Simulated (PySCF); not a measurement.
C2H4F2Ge, SMILES [CH]([GeH]([F])[F])=C.

Coordinates come from a ωB97X-D3(BJ)/def2-SVP optimisation. Other conformers were not sampled.

All values below come from TDDFT-PBE/def2-SVPD (PySCF).

Vertical excitations. Isolated molecule, no solvent.

Computed excitation energies, oscillator strengths and character:
```json
[
 {"state": "S1", "energy (eV)": "5.95", "λ (nm)": "208", "f": "0.002", "main pairs": "HOMO−1→LUMO 98 %"},
 {"state": "S2", "energy (eV)": "6.85", "λ (nm)": "181", "f": "0.169", "main pairs": "HOMO→LUMO 61 %, HOMO→LUMO+2 12 %, HOMO−2→LUMO 11 %"},
 {"state": "S3", "energy (eV)": "6.94", "λ (nm)": "179", "f": "0.007", "main pairs": "HOMO→LUMO+1 97 %"},
 {"state": "S4", "energy (eV)": "7.05", "λ (nm)": "176", "f": "0.012", "main pairs": "HOMO−2→LUMO 86 %"},
 {"state": "S5", "energy (eV)": "7.10", "λ (nm)": "175", "f": "0.025", "main pairs": "HOMO−3→LUMO 92 %"},
 {"state": "S6", "energy (eV)": "7.22", "λ (nm)": "172", "f": "0.000", "main pairs": "HOMO−4→LUMO 98 %"},
 {"state": "S7", "energy (eV)": "7.39", "λ (nm)": "168", "f": "0.003", "main pairs": "HOMO−1→LUMO+1 93 %"},
 {"state": "S8", "energy (eV)": "7.56", "λ (nm)": "164", "f": "0.061", "main pairs": "HOMO→LUMO+2 61 %, HOMO−5→LUMO 13 %, HOMO→LUMO 10 %"},
 {"state": "S9", "energy (eV)": "7.62", "λ (nm)": "163", "f": "0.010", "main pairs": "HOMO−5→LUMO 84 %"},
 {"state": "S10", "energy (eV)": "7.86", "λ (nm)": "158", "f": "0.037", "main pairs": "HOMO→LUMO+3 98 %"},
 {"state": "T1", "energy (eV)": "4.37", "λ (nm)": "284", "f": "0", "main pairs": "HOMO→LUMO 97 %"},
 {"state": "T2", "energy (eV)": "5.54", "λ (nm)": "224", "f": "0", "main pairs": "HOMO−1→LUMO 99 %"},
 {"state": "T3", "energy (eV)": "6.80", "λ (nm)": "182", "f": "0", "main pairs": "HOMO−2→LUMO 89 %"},
 {"state": "T4", "energy (eV)": "6.84", "λ (nm)": "181", "f": "0", "main pairs": "HOMO→LUMO+1 89 %"}
]
```
Triplets are in the Tamm–Dancoff approximation, which puts them higher than full response would, so one can lie above its singlet here.
